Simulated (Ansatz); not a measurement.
Species: C6H16Si, SMILES `CC[Si](C)(C)CC` (C–C–Si–C torsion 63°, C–Si–C–C torsion -57°) (charge 0, multiplicity 1).

Give a relaxed geometry from B3LYP-D3(BJ)/def2-SVP (Ansatz, a first-principles code).

Several could match; the one computed here: the end point of this relaxation, one of several conformers (outside a Z-matrix the atoms follow the SMILES, hydrogens last).
Z-matrix (Å, degrees):
```
Si
C 1 1.8892
H 2 1.1022 1 111.40
H 2 1.1026 3 107.59 1 121.92
H 2 1.1026 3 107.74 4 115.85
C 1 1.8892 2 109.64 3 180.00
H 6 1.1022 1 111.40 2 180.00
H 6 1.1026 7 107.59 1 121.92
H 6 1.1026 7 107.74 8 115.85
C 1 1.8970 2 108.86 3 59.77
H 10 1.1051 1 108.07 2 -53.51
H 10 1.1054 11 105.40 1 -115.12
C 10 1.5340 11 110.06 12 -118.78
H 13 1.1025 10 112.14 11 58.42
H 13 1.1025 14 107.17 10 -122.78
H 13 1.1025 14 107.18 15 -114.56
C 1 1.8970 2 109.88 3 -60.40
H 17 1.1051 1 108.07 2 -173.59
H 17 1.1054 18 105.40 1 -115.12
C 17 1.5340 18 110.06 19 -118.78
H 20 1.1025 17 112.14 18 58.42
H 20 1.1025 21 107.17 17 -122.78
H 20 1.1025 21 107.18 22 -114.56
```
